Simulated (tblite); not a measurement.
C3H4B (doublet state).
Numbering: `[BH:1][C:2]1=[CH:3][CH2:4]1` (hydrogens: H5 on B1; H6 on C3; H7, H8 on C4)
Bond orders are those of one Lewis drawing.

Computed with GFN2-xTB (tblite), gas phase: L-BFGS steps from a force-field or distance-geometry start until the largest atomic force falls under 0.01 eV/Å.

Step 1: E = -257.9665 eV
```
atom  x, y, z in Å  |  force x, y, z in eV/Å
B1      1.8287   -0.6709   -0.1586   -1.600   2.905   0.828
C2      0.4774   -0.1590   -0.0502   -0.748   0.727   0.223
C3     -0.4831    0.8843    0.2369    1.377  -2.566  -0.772
C4     -1.0494   -0.4534   -0.1463    1.958   1.951   0.653
H5      2.7707    0.0150    0.0466    0.113  -1.263  -0.391
H6     -0.7588    1.8808    0.5021    0.470  -0.341  -0.062
H7     -1.3788   -0.4900   -1.1594   -0.790  -0.706  -0.171
H8     -1.3976   -0.9973    0.7045   -0.780  -0.708  -0.308
```

Step 2: E = -258.2939 eV
```
atom  x, y, z in Å  |  force x, y, z in eV/Å
B1      1.7905   -0.6179   -0.1432    0.708   1.855   0.557
C2      0.4910   -0.1395   -0.0443   -1.727   0.121   0.028
C3     -0.4470    0.8532    0.2272   -0.297   0.307   0.030
C4     -1.0429   -0.4400   -0.1399    1.351   1.112   0.196
H5      2.7728   -0.0067    0.0395    0.221  -1.169  -0.344
H6     -0.7503    1.8718    0.5003    0.794  -1.101  -0.274
H7     -1.3934   -0.5031   -1.1593   -0.500  -0.596   0.183
H8     -1.4116   -1.0084    0.6951   -0.550  -0.530  -0.377
```

Step 3: E = -258.5139 eV
```
atom  x, y, z in Å  |  force x, y, z in eV/Å
B1      1.7813   -0.5536   -0.1240    0.662   0.878   0.281
C2      0.4754   -0.1244   -0.0400   -0.656  -0.590  -0.169
C3     -0.4298    0.8505    0.2248   -1.120   1.281   0.308
C4     -1.0256   -0.4208   -0.1351    0.054  -0.088  -0.068
H5      2.7783   -0.0402    0.0292    0.929  -0.608  -0.172
H6     -0.7302    1.8439    0.4937    0.585  -0.340  -0.073
H7     -1.4108   -0.5220   -1.1542   -0.219  -0.381   0.450
H8     -1.4296   -1.0240    0.6810   -0.235  -0.152  -0.558
```

Step 4: E = -258.6352 eV
```
atom  x, y, z in Å  |  force x, y, z in eV/Å
B1      1.7794   -0.4983   -0.1072    0.438   0.406   0.137
C2      0.4611   -0.1260   -0.0403   -0.397  -0.280  -0.075
C3     -0.4363    0.8650    0.2270   -0.677  -0.146  -0.072
C4     -1.0162   -0.4117   -0.1327   -0.645  -0.465  -0.152
H5      2.8004   -0.0701    0.0202    1.280  -0.318  -0.081
H6     -0.7093    1.8260    0.4897    0.149   0.997   0.288
H7     -1.4255   -0.5399   -1.1433   -0.074  -0.207   0.415
H8     -1.4445   -1.0356    0.6621   -0.074   0.013  -0.460
```

Q: Estimate the geometry and energy of step 5. (The exact step hangs on the optimiser's Hessian estimate; all steps are aligned on step 4, rigid shifts and turns removed.)

A: E = -258.7542 eV, largest force 1.335 eV/Å
```
atom  x, y, z in Å  |  force x, y, z in eV/Å
B1      1.7843   -0.4356   -0.0880   -0.075   0.305   0.091
C2      0.4387   -0.1294   -0.0411    0.797  -0.263  -0.051
C3     -0.4506    0.8684    0.2256   -0.584  -0.281  -0.105
C4     -1.0186   -0.4098   -0.1328   -1.104  -0.702  -0.168
H5      2.8447   -0.1055    0.0098    1.109  -0.243  -0.061
H6     -0.6872    1.8297    0.4920   -0.010   1.283   0.368
H7     -1.4414   -0.5613   -1.1259   -0.075  -0.086   0.059
H8     -1.4608   -1.0471    0.6360   -0.058  -0.013  -0.133
```

The energy changes by -0.1190 eV. The first-order estimate −F·Δx gives -0.1524 eV and the mean of the old and new forces, exact on a quadratic surface, -0.1186 eV. The step makes an angle of 50° with the force vector and moves no atom by more than 0.066 Å.

The cost below is that of the whole relaxation. Time: 0.21 s. Hardware: one thread, Arm Neoverse N1 (aarch64), shared host with 64 logical CPUs at a one-minute load of 52.
